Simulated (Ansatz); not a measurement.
F2Zn (SMILES [F][Zn][F]) moved off its minimum; all values from Ansatz (a program for electronic structure), cores frozen in correlated methods.
(charge 0, multiplicity 1)
```xyz
3

Zn    -0.13529    -0.05539     0.06388
F     -0.00617    -0.16283     1.88258
F      0.09086     0.02947    -1.74383
```

Forces at wB97M-V/def2-TZVPP (eV/Å):

```tsv
atom	Fx	Fy	Fz
Zn1	0.655	-0.044	0.057
F2	-0.283	0.115	-1.780
F3	-0.373	-0.071	1.723
```

Question: Give the forces (eV/Å), the total energy and the dipole at CCSD(T)/def2-TZVPPD.

Answer: 
| atom | Fx | Fy | Fz |
|---|---|---|---|
| Zn1 | 0.646 | -0.043 | 0.056 |
| F2 | -0.279 | 0.113 | -1.750 |
| F3 | -0.367 | -0.070 | 1.694 |
Energy -1977.8172 hartree, dipole 0.97 D.
